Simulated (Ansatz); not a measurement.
System: N2H (charge 0, doublet). It need not be the lowest isomer of its formula. SMILES: [N][NH]
Geometry: optimised at B3LYP-D3(BJ)/def2-TZVP (Ansatz, an electronic-structure program).

Property: vertical ionisation energy (to the singlet state of charge +1; each state is the SCF solution reached for its spin; the UHF <S^2> is 0.85 for the doublet (pure: 0.75); for the singlet the Hartree-Fock reference is unstable and T1 is 0.030), in eV. Valence correlation only, unless marked. UHF or UKS for open shells. No spin-orbit coupling. No relativistic terms. CBS(X,Y): correlation extrapolated as X^-3; Hartree-Fock from the larger set.

```
level                                program  vertical ionisation energy (eV)
-----------------------------------  -------  -------------------------------
wB97X-V/def2-TZVPD                    Ansatz                             9.46
RI-MP2/CBS(def2-TZVPPD,def2-QZVPPD)   Ansatz                             8.68
```

Question: What does CCSD(T)/CBS(aug-cc-pVTZ,aug-cc-pVQZ) (Ansatz) give?

Answer: 9.15 eV
